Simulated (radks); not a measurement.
Task: Species: Br2+. Configuration: [Ar] 3d10 4s2 4p3. All-electron calculation, Dirac Kohn-Sham, PBE, spin-unpolarised, spherical densities, finite nucleus; open shells are shared between the two j in proportion to 2j + 1; Fermi nuclear charge, rms radius 4.1629 fm. Program: a radial shooting solver on a logarithmic mesh with Libxc functionals. Some entries of the table are withheld. Estimate them.

| orbital | occ. | eigenvalue (hartree) | <1/r> (bohr^-1) | <r> (bohr) |
|---|---|---|---|---|
| 1s1/2 | 2 | -490.1557 | 35.66 | 0.04275 |
| 2s1/2 | 2 | -64.55197 | 7.956 | 0.1893 |
| 2p1/2 | 2 | (1) | (2) | 0.1627 |
| 2p3/2 | 4 | (3) | (4) | 0.1666 |
| 3s1/2 | 2 | -9.63170 | 2.606 | 0.5511 |
| 3p1/2 | 2 | -7.42939 | 2.489 | 0.5567 |
| 3p3/2 | 4 | -7.17804 | 2.426 | 0.5672 |
| 3d3/2 | 4 | -3.35915 | 2.165 | 0.5865 |
| 3d5/2 | 6 | -3.31916 | 2.149 | 0.5905 |
| 4s1/2 | 2 | -1.53718 | 0.8361 | 1.590 |
| 4p1/2 | 1 | -1.05324 | 0.7164 | 1.833 |
| 4p3/2 | 2 | -1.02941 | 0.7029 | 1.864 |
| 5s1/2 | 0 | -0.44137 | 0.3326 | 3.923 |
| 4d3/2 | 0 | -0.42344 | 0.4406 | 2.917 |
| 4d5/2 | 0 | -0.42179 | 0.4387 | 2.929 |

Result: 
(1) 2p1/2 eigenvalue (hartree): -58.21938
(2) 2p1/2 <1/r> (bohr^-1): 7.923
(3) 2p3/2 eigenvalue (hartree): -56.47349
(4) 2p3/2 <1/r> (bohr^-1): 7.663
